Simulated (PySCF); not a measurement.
Point-charge models of `COC1=NN([SiH](C)C)N=C1` against its computed dipole.

Coordinates (GFN2-xTB, Å) and charges (e) from the PBE0/pcSseg-1 density (PySCF):

```
atom       x       y       z  Mulliken      IAO  Hirshfeld  ESP-fitted
  C1   3.711  -0.054  -0.763   -0.0238  -0.2070    -0.0358     -0.0629
  O2   3.255  -0.500   0.498   -0.4781  -0.3250    -0.1135     -0.4309
  C3   1.939  -0.362   0.699   +0.3293  +0.2494    +0.0914     +0.7564
  C4   1.227  -0.711   1.869   +0.1009  -0.1340    -0.0477     -0.3293
  N5  -0.037  -0.412   1.663   -0.2228  -0.2207    -0.1240     -0.3654
  N6  -0.102   0.091   0.445   -0.3354  -0.1379    -0.0142     +0.4006
 Si7  -1.611   0.601  -0.327   +0.9482  +1.0586    +0.4296     +0.6991
  C8  -2.338  -0.897  -1.242   -0.6326  -0.7317    -0.2139     -0.6017
  C9  -2.723   1.176   1.093   -0.6329  -0.7267    -0.2136     -0.6302
 N10   1.077   0.136  -0.172   -0.2914  -0.3047    -0.1564     -0.6894
 H11   3.498   1.010  -0.896   +0.1108  +0.1456    +0.0428     +0.0866
 H12   4.785  -0.228  -0.776   +0.1268  +0.1600    +0.0541     +0.1186
 H13   3.225  -0.610  -1.568   +0.1099  +0.1450    +0.0423     +0.0890
 H14   1.584  -1.136   2.782   +0.1004  +0.1760    +0.0632     +0.2168
 H15  -1.185   1.661  -1.245   -0.0818  -0.1241    -0.0752     -0.1505
 H16  -1.640  -1.288  -1.977   +0.1475  +0.1641    +0.0457     +0.1447
 H17  -3.253  -0.635  -1.764   +0.1376  +0.1578    +0.0442     +0.1495
 H18  -2.571  -1.702  -0.549   +0.1476  +0.1623    +0.0467     +0.1476
 H19  -3.728   1.395   0.746   +0.1357  +0.1562    +0.0436     +0.1713
 H20  -2.789   0.409   1.860   +0.1588  +0.1730    +0.0446     +0.1355
 H21  -2.331   2.072   1.566   +0.1453  +0.1638    +0.0462     +0.1445
```

**Question.** Compute μ = Σ q r for each scheme (1 e·Å = 4.803 D) and compare with the dipole of the full density.

**Answer.** The full density gives (-0.61, 0.31, -1.27) D, 1.44 D in size; dipole vectors point from the negative to the positive end.

```csv
scheme,μx,μy,μz,size (D),share of the full size (%),angle to the full dipole (°)
Mulliken,-1.11,1.23,-2.25,2.79,194,14
IAO,-1.47,1.49,-2.52,3.27,227,15
Hirshfeld,-0.75,0.50,-1.11,1.43,99,11
ESP-fitted,-0.60,0.30,-1.34,1.50,104,2
```

**Question.** Which set comes closest?

**Answer.** Length of the difference vector: ESP-fitted 0.07 D, Hirshfeld 0.28 D, Mulliken 1.43 D, IAO 1.92 D. Closest: ESP-fitted. 

**Question.** What is left for the Hirshfeld atoms' own dipoles?

**Answer.** The shares of the density sum to the whole, so what Σ q r misses lies in dipoles about the nuclei. The atomic dipoles sum to (-0.61, 0.31, -1.27) − (-0.75, 0.50, -1.11) = (0.14, -0.19, -0.16) D, 0.28 D in size.

**Question.** With the origin at the mean of the coordinates, (0.000, 0.001, 0.092) Å, which are the largest single terms, by size, of the ESP-fitted dipole along the direction of the full one?

**Answer.** C8 -5.69, C3 -5.21, Si7 +3.97, O2 +3.82, C4 +3.54 D; all 21 atoms together +1.50 D. The single terms depend on the origin, their sum doesn't.

**Question.** Give the size of the full dipole in other units.

**Answer.** 1.44 D = 0.567 au = 0.300 e·Å = 4.81 × 10⁻³⁰ C·m.

Isolated species at its GFN2-xTB geometry (one conformer only).

The run behind these numbers computed NMR shieldings as well. Hardware: one thread, Arm Neoverse V1 (aarch64), shared host with 32 logical CPUs at a one-minute load of 21. Cost: 53 s of wall time, 1.1 GiB resident at most.

The values belong to the conformer `[CH3:1][O:2][c:3]1[cH:4][n:5][n:6]([SiH:7]([CH3:8])[CH3:9])[n:10]1`: C1–O2–C3–C4 -179°, N5–N6–Si7–C8 -89°.
